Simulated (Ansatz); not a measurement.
Mulliken charges of C₃H₂Cl₂O₂, SMILES `OC1=C(Cl)C1(O)Cl` from ωB97M-V/def2-TZVPP in Ansatz (PBE0-D4/def2-TZVP geometry).

```json
{"atom": "O1", "x (Å)": "-0.171", "y (Å)": "-2.041", "z (Å)": "0.330", "charge (e)": "-0.242"}
{"atom": "C2", "x (Å)": "-0.053", "y (Å)": "-0.804", "z (Å)": "-0.105", "charge (e)": "0.205"}
{"atom": "C3", "x (Å)": "-0.163", "y (Å)": "0.050", "z (Å)": "-1.087", "charge (e)": "-0.107"}
{"atom": "Cl4", "x (Å)": "-0.531", "y (Å)": "0.389", "z (Å)": "-2.692", "charge (e)": "0.003"}
{"atom": "C5", "x (Å)": "0.353", "y (Å)": "0.576", "z (Å)": "0.174", "charge (e)": "0.140"}
{"atom": "O6", "x (Å)": "-0.321", "y (Å)": "1.454", "z (Å)": "1.008", "charge (e)": "-0.271"}
{"atom": "Cl7", "x (Å)": "2.089", "y (Å)": "0.950", "z (Å)": "0.382", "charge (e)": "-0.123"}
{"atom": "H8", "x (Å)": "0.128", "y (Å)": "-2.087", "z (Å)": "1.246", "charge (e)": "0.214"}
{"atom": "H9", "x (Å)": "-1.243", "y (Å)": "1.467", "z (Å)": "0.728", "charge (e)": "0.180"}
```

By hand: the dipole of these point charges (1 e Å = 4.8032 D).

Σ q r = (-0.271, -0.288, 0.109) e Å, of length 0.410 e Å = 1.97 D.

How does the dipole of the full density compare? (An estimate is asked.)

Computed: (-0.402, -0.349, 0.170) e Å, 2.68 D; the point charges give 0.74 times that, at 6° from its direction.

Point charges leave out the atoms' own dipoles, such as those of lone pairs, and Mulliken's split depends on the basis, so the two needn't agree.
